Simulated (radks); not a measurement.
Cd2+, 46 electrons, occupied as [Kr] 4d9 5s0.5 5p0.5 (fractional occupations, a model configuration).

Calculated with a radial shooting solver on a logarithmic mesh with Libxc functionals: scalar-relativistic Kohn-Sham, PBEsol, spin-polarised, spherical densities, point nucleus; open shells are filled with parallel spins first (spin-orbit coupling, left out, can overturn this in heavy ions).

Energy parts (Ry):
part                        energy
total                 -11181.17289
kinetic                11634.35618
electron-nucleus      -26957.33738
Hartree                 4443.57849
exchange-correlation    -301.77018

Orbitals (lengths in bohr, moments of r in powers of bohr; <r^-3> diverges for s and p1/2):
| orbital | occ. | eigenvalue (Ry) | <r^-3> |
|---|---|---|---|
| 1s up | 1 | -1950.410 | - |
| 1s down | 1 | -1950.408 | - |
| 2s up | 1 | -291.1830 | - |
| 2s down | 1 | -291.1665 | - |
| 2p up | 3 | -261.5128 | 4065 |
| 2p down | 3 | -261.4994 | 4065 |
| 3s up | 1 | -55.77237 | - |
| 3s down | 1 | -55.76165 | - |
| 3p up | 3 | -46.04248 | 735.5 |
| 3p down | 3 | -46.03057 | 735.5 |
| 3d up | 5 | -30.80678 | 100.8 |
| 3d down | 5 | -30.79046 | 100.8 |
| 4s up | 1 | -9.63687 | - |
| 4s down | 1 | -9.57506 | - |
| 4p up | 3 | -6.76311 | 126.9 |
| 4p down | 3 | -6.69874 | 127.2 |
| 4d up | 5 | -2.63703 | 11.16 |
| 4d down | 4 | -2.56283 | 11.27 |
| 5s up | 0.5 | -1.77767 | - |
| 5s down | 0 | -1.67138 | - |
| 5p up | 0.5 | -1.23695 | 12.36 |
| 5p down | 0 | -1.13389 | 12.13 |

The highest occupied level is 5p up at -16.830 eV. The configuration is held as typed, so some empty levels lie below it. Spin moment in Bohr magnetons: 2. The density falls to 0.001 e/bohr^3 at r = 3.75 bohr.
